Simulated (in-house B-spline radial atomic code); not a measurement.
Orbital energies and mean radii along the 58-electron series, configuration [Kr] 4d10 4f11 5s1. The effective charge is n√(-2ε), a non-relativistic measure. Computed with a B-spline radial code for spherical atoms: non-relativistic Hartree-Fock, average of the configuration, point nuclei.

This level leaves out relativity, spin-orbit splitting included, which matters for heavy ions.

```json
{"ion": "Hf14+", "Z": "72", "energy of 3d (Eh)": "-74.848", "mean radius of 3d (bohr)": "0.19035", "energy of 3s (Eh)": "-96.294", "mean radius of 3s (bohr)": "0.22603", "effective charge of 3d": "36.705"}
{"ion": "Ta15+", "Z": "73", "energy of 3d (Eh)": "-78.808", "mean radius of 3d (bohr)": "0.18704", "energy of 3s (Eh)": "-100.68", "mean radius of 3s (bohr)": "0.22244", "effective charge of 3d": "37.663"}
{"ion": "W16+", "Z": "74", "energy of 3d (Eh)": "-82.887", "mean radius of 3d (bohr)": "0.18384", "energy of 3s (Eh)": "-105.19", "mean radius of 3s (bohr)": "0.21895", "effective charge of 3d": "38.626"}
```
